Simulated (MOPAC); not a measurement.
MOPAC input (PM7):

```
PM7 FORCE THERMO(298,298) PRECISE LET UHF MS=0.5 GEO-OK AUX(PRECISION=9) THREADS=1
H2ISi

Si    1.32706552 1   -1.17908294 1    0.05193660 1
I    -0.42823919 1    0.35955429 1   -0.01665604 1
H     1.82577601 1   -1.64804205 1    1.31795964 1
H     1.91225183 1   -1.66037960 1   -1.17172946 1
```

Output:

```
 *******************************************************************************
 **                                                                           **
 **                              MOPAC v23.2.5                                **
 **                                                                           **
 *******************************************************************************
 ** MOPAC's Digital Object Identifier: https://doi.org/10.5281/zenodo.6511958 **
 **                                                                           **
 ** Please cite the open-source release paper for use of this MOPAC version:  **
 ** J. E. Moussa and J. J. P. Stewart (2026)                                  **
 ** MOPAC: An open-source semiempirical molecular orbital program             **
 ** J. Open Source Softw., 11(119), 8025, https://doi.org/10.21105/joss.08025 **
 *******************************************************************************

                              PM7 CALCULATION RESULTS

 *******************************************************************************
 *  PM7        - The PM7 Hamiltonian to be used
 *  GEO-OK     - OVERRIDE INTERATOMIC DISTANCE AND OTHER SAFETY CHECKS
 *  UHF        - UNRESTRICTED HARTREE-FOCK CALCULATION
 *  MS=        - IN MECI, MAGNETIC COMPONENT OF SPIN =  0.5
 *  LET        - OVERRIDE SOME SAFETY CHECKS
 *  PRECISE    - TIGHTER CRITERIA TO BE USED
 *  FORCE      - FORCE CALCULATION SPECIFIED
 *  AUX        - OUTPUT AUXILIARY INFORMATION
 *  THERMO     - THERMODYNAMIC QUANTITIES TO BE CALCULATED
 *******************************************************************************
PM7 FORCE THERMO(298,298) PRECISE LET UHF MS=0.5 GEO-OK AUX(PRECISION=9) THREADS=1
 H2ISi

   ATOM   CHEMICAL          X               Y               Z
  NUMBER   SYMBOL      (ANGSTROMS)     (ANGSTROMS)     (ANGSTROMS)

     1      Si          1.32706552  *  -1.17908294  *   0.05193660  *
     2       I         -0.42823919  *   0.35955429  *  -0.01665604  *
     3       H          1.82577601  *  -1.64804205  *   1.31795964  *
     4       H          1.91225183  *  -1.66037960  *  -1.17172946  *

          CARTESIAN COORDINATES

    NO.       ATOM           X           Y           Z

     1        Si          1.3271     -1.1791      0.0519
     2         I         -0.4282      0.3596     -0.0167
     3         H          1.8258     -1.6480      1.3180
     4         H          1.9123     -1.6604     -1.1717

 General Reference for PM7:
 "Optimization of Parameters for Semiempirical Methods VI: More Modifications to the
 NDDO Approximations and Re-optimization of Parameters", J. J. P. Stewart, J. Mol. Mod., 1:32, 19 (2013)
 https://link.springer.com/article/10.1007/s00894-012-1667-x

           Empirical Formula: H2 Si I  =     4 atoms

      MOLECULAR POINT GROUP   :   C2v

          UHF CALCULATION, NO. OF ALPHA ELECTRONS =    7
                           NO. OF BETA  ELECTRONS =    6

          HEAT OF FORMATION =      14.010930 KCALS/MOLE

          CARTESIAN COORDINATE DERIVATIVES

   NUMBER  ATOM         X            Y            Z

     1      Si      0.001736    -0.000139     0.002301
     2       I     -0.000440     0.000001    -0.000543
     3       H     -0.000687     0.000521    -0.000879
     4       H     -0.000609    -0.000384    -0.000879

 DIPOLE           X         Y         Z       TOTAL
 POINT-CHG.    -1.479     0.000    -0.000     1.479
 HYBRID        -0.142    -0.000     0.000     0.142
 SUM           -1.621     0.000     0.000     1.621

          GRADIENT NORM =   0.00341

          MOLECULAR WEIGHT =  157.01

          ROTATIONAL CONSTANTS IN CM(-1)

          A =    5.38994746   B =    0.12110429   C =    0.11844305

           PRINCIPAL MOMENTS OF INERTIA IN UNITS OF 10**(-40)*GRAM-CM**2

          A =        5.1935   B =      231.1458   C =      236.3393

          ORIENTATION OF MOLECULE IN FORCE CALCULATION

    NO.       ATOM         X         Y         Z

     1         Si      -1.8782   -0.0000    0.0000
     2          I       0.4570   -0.0000    0.0000
     3          H      -2.5993    1.2456    0.0000
     4          H      -2.5993   -1.2456   -0.0001

    FIRST DERIVATIVES WILL BE USED IN THE CALCULATION OF SECOND DERIVATIVES

    FOR POINT-GROUP C2v  THERE ARE   4 UNIQUE SYMMETRY FUNCTIONS.


(To convert to Hartree/Bohr^2, multiply by (10^(-21) x N x a0^2)/(4.184 x 627.51) =  0.0642)

           FORCE MATRIX IN MILLIDYNES/ANGSTROM

                 Si  1       I  2       H  3       H  4
 ------------------------------------------------------
    Si    1   6.378037
     I    2   2.413106   2.723660
     H    3   3.062468   0.186255   3.195409
     H    4   3.062671   0.186184   0.136932   3.195409

          HEAT OF FORMATION =      14.010930 KCALS/MOLE

          ZERO POINT ENERGY       9.805 KCAL/MOL

           NORMAL COORDINATE ANALYSIS (Total motion = 1 Angstrom)

   Root No.       1         2         3         4         5         6

                 1 A1      1 B1      1 B2      2 A1      3 A1      2 B2

                 432.9     452.3     508.6     754.9    2348.7    2361.6

           1    0.3760    0.0000   -0.0000   -0.0205    0.0169   -0.0000
           2   -0.0000    0.0000   -0.0369   -0.0000    0.0000   -0.0295
           3    0.0000   -0.0448   -0.0000    0.0000   -0.0000   -0.0000
           4   -0.0874   -0.0000    0.0000   -0.0022    0.0001   -0.0000
           5    0.0000   -0.0000    0.0047    0.0000   -0.0000   -0.0001
           6   -0.0000    0.0023    0.0000   -0.0000    0.0000   -0.0000
           7    0.2617   -0.0000    0.4259    0.4214   -0.2403   -0.2500
           8   -0.0592   -0.0000    0.2196    0.2475    0.4287    0.4159
           9   -0.0000    0.4765    0.0000    0.0000    0.0000   -0.0000
          10    0.2617   -0.0000   -0.4259    0.4214   -0.2403    0.2500
          11    0.0592   -0.0000    0.2196   -0.2475   -0.4287    0.4159
          12    0.0000    0.4765    0.0000   -0.0000   -0.0000    0.0000

           MASS-WEIGHTED COORDINATE ANALYSIS (NORMAL COORDINATES)

   Root No.       1         2         3         4         5         6

                 1 A1      1 B1      1 B2      2 A1      3 A1      2 B2

                 432.9     452.3     508.6     754.9    2348.7    2361.6

           1    0.8837    0.0000   -0.0000   -0.1547    0.1275   -0.0000
           2   -0.0000    0.0000   -0.2757   -0.0000    0.0000   -0.2213
           3    0.0000   -0.3307   -0.0000    0.0000   -0.0000   -0.0000
           4   -0.4365   -0.0000    0.0000   -0.0345    0.0011   -0.0000
           5    0.0000   -0.0000    0.0744    0.0000   -0.0000   -0.0013
           6   -0.0000    0.0367    0.0000   -0.0000    0.0000   -0.0000
           7    0.1165   -0.0000    0.6023    0.6020   -0.3429   -0.3553
           8   -0.0264   -0.0000    0.3105    0.3536    0.6118    0.5910
           9   -0.0000    0.6668    0.0000    0.0000    0.0000   -0.0000
          10    0.1165   -0.0000   -0.6023    0.6020   -0.3429    0.3553
          11    0.0264   -0.0000    0.3105   -0.3536   -0.6118    0.5910
          12    0.0000    0.6668    0.0000   -0.0000   -0.0000    0.0001

          DESCRIPTION OF VIBRATIONS

 VIBRATION          1    1A1         ATOM PAIR     ENERGY CONTRIBUTION    RADIAL
 FREQUENCY           432.93         Si1 -- I 2         +44.5% (116.6%)    100.0%
 TRANSITION DIPOLE   1.8302         Si1 -- H 3         +27.7% ( 92.0%)     22.2%
 TRAVEL (Ang.)       0.0847         Si1 -- H 4         +27.7% ( 92.0%)     22.2%
 REDUCED MASS       21.7348
 EFFECTIVE MASS     47.1823
 FORCE CONSTANT      2.4002

 VIBRATION          2    1B1         ATOM PAIR     ENERGY CONTRIBUTION    RADIAL
 FREQUENCY           452.27         Si1 -- H 4         +49.0% ( 55.5%)      0.0%
 TRANSITION DIPOLE   0.3119         Si1 -- H 3         +49.0% ( 55.5%)      0.0%
 TRAVEL (Ang.)       0.4505         Si1 -- I 2          +1.9% ( 11.1%)      0.0%
 REDUCED MASS        0.7345
 EFFECTIVE MASS      2.2111
 FORCE CONSTANT      0.0885

 VIBRATION          3    1B2         ATOM PAIR     ENERGY CONTRIBUTION    RADIAL
 FREQUENCY           508.57         Si1 -- H 3         +47.5% ( 89.8%)      6.0%
 TRANSITION DIPOLE   0.3770         Si1 -- H 4         +47.5% ( 89.8%)      6.0%
 TRAVEL (Ang.)       0.4735         Si1 -- I 2          +5.1% ( 29.4%)      0.0%
 REDUCED MASS        0.5913
 EFFECTIVE MASS      3.3964
 FORCE CONSTANT      0.0901

 VIBRATION          4    2A1         ATOM PAIR     ENERGY CONTRIBUTION    RADIAL
 FREQUENCY           754.93         Si1 -- H 4         +49.4% ( 60.5%)      0.8%
 TRANSITION DIPOLE   0.5829         Si1 -- H 3         +49.4% ( 60.5%)      0.8%
 TRAVEL (Ang.)       0.4247         Si1 -- I 2          +1.3% (  9.6%)    100.0%
 REDUCED MASS        0.4952
 EFFECTIVE MASS      1.3839
 FORCE CONSTANT      0.1663

 VIBRATION          5    3A1         ATOM PAIR     ENERGY CONTRIBUTION    RADIAL
 FREQUENCY          2348.72         Si1 -- H 3         +50.0% ( 70.3%)     98.3%
 TRANSITION DIPOLE   0.1827         Si1 -- H 4         +50.0% ( 70.3%)     98.3%
 TRAVEL (Ang.)       0.2408
 REDUCED MASS        0.4951
 EFFECTIVE MASS      1.1616
 FORCE CONSTANT      1.6093

 VIBRATION          6    2B2         ATOM PAIR     ENERGY CONTRIBUTION    RADIAL
 FREQUENCY          2361.56         Si1 -- H 4         +49.9% ( 71.2%)     98.7%
 TRANSITION DIPOLE   0.4209         Si1 -- H 3         +49.9% ( 71.2%)     98.7%
 TRAVEL (Ang.)       0.2336         Si1 -- I 2          +0.3% (  5.1%)      0.0%
 REDUCED MASS        0.5231
 EFFECTIVE MASS      1.4776
 FORCE CONSTANT      1.7189

      SYMMETRY NUMBER FOR POINT-GROUP C2v =  2

          SYSTEM IS A GROUND STATE

 H2ISi

          MOLECULE IS NOT LINEAR

          THERE ARE  6 GENUINE VIBRATIONS IN THIS SYSTEM
          THIS THERMODYNAMICS CALCULATION IS LIMITED TO
          MOLECULES WHICH HAVE NO INTERNAL ROTATIONS

                    CALCULATED THERMODYNAMIC PROPERTIES
                                          *
   TEMP. (K)   PARTITION FUNCTION   H.O.F.    ENTHALPY  HEAT CAPACITY ENTROPY
                                   KCAL/MOL   CAL/MOLE    CAL/K/MOL  CAL/K/MOL

 298.00  VIB.     0.1444D+01                   533.3658     4.7169     2.5206
         ROT.     0.9501D+04                   888.2803     2.9808    21.1818
         INT.     0.1372D+05                  1421.6461     7.6977    23.7024
         TRA.     0.1902D+28                  1480.4672     4.9680    41.0605
         TOT.                       14.011    2902.1133    12.6657    64.7628

   *: NOTE: HEATS OF FORMATION ARE RELATIVE TO THE
            ELEMENTS IN THEIR STANDARD STATE AT 298K
              (=  Standard Enthalpy of Formation).

            Hvib:  Zero-point energy is not included.
                   frequencies of less than zero cm-1 are not included.
            Hrot = (3/2)RT
            Htra = (3/2)RT + pV = (5/2)RT

            Heat capacity is Cp, not Cv

          For more information, see: HTTP://OpenMOPAC.net/Manual/thermochemistry.html

           FORCE CONSTANT IN CARTESIAN COORDINATES (Millidynes/A)

    ATOM   CHEMICAL       X               Y               Z
   NUMBER   SYMBOL  FORCE CONSTANT  FORCE CONSTANT  FORCE CONSTANT

      1      Si        4.132028        4.843899        0.369788
      2       I        2.721378        0.107918        0.021039
      3       H        0.983125        2.440097        0.054412
      4       H        0.983125        2.440097        0.054412

 **********************
 *                    *
 * JOB ENDED NORMALLY *
 *                    *
 **********************

 == MOPAC DONE ==
```
